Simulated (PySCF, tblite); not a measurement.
Isomers of C4H10PSi (doublet state), one GFN2-xTB conformer each. Single-point energies are computed at B3LYP/pcH-1 (PySCF, gas phase, no added dispersion term), electronic only. GFN2-xTB treats the open shell by occupation alone, and not every SCF solution was tested for stability.

```csv
SMILES,GFN2-xTB relative energy (kJ/mol)
[PH][SiH]1CCCC1,0.0
C[C@@H]1[CH][C@@H]1[SiH2]P,203.5
```

Conformers: `[PH:1][SiH:2]1[CH2:3][CH2:4][CH2:5][CH2:6]1` (doublet state) with H–P1–Si2–C3 -111°, P1–Si2–C3–C4 -101°, Si2–C3–C4–C5 -38°, C3–C4–C5–C6 53°, C4–C5–C6–Si2 -39°; `[CH3:1][C@@H:2]1[CH:3][C@@H:4]1[SiH2:5][PH2:6]` (doublet state) with C3–C4–Si5–P6 141°, C4–Si5–P6–H 79° and 171°.

Q: What does B3LYP/pcH-1 give for the same structures?

A: 
```tsv
SMILES	B3LYP/pcH-1 E (Eh)	B3LYP/pcH-1 (kJ/mol)	GFN2-xTB (kJ/mol)	point group
[PH][SiH]1CCCC1	-789.30885	0.0	0.0	C1
C[C@@H]1[CH][C@@H]1[SiH2]P	-789.22135	229.7	203.5	C1
```

Both levels put the same isomer lowest. As drawn, the higher has a three-membered ring, which the lower lacks.

Q: What happens when harmonic zero-point energies from GFN2-xTB frequencies are added?

A: 
```csv
SMILES,ZPE (kJ/mol),electronic (kJ/mol),with ZPE (kJ/mol)
[PH][SiH]1CCCC1,334.5,0.0,0.0
C[C@@H]1[CH][C@@H]1[SiH2]P,310.1,229.7,205.4
```

The zero-point energies span 24.4 kJ/mol. The order is unchanged.
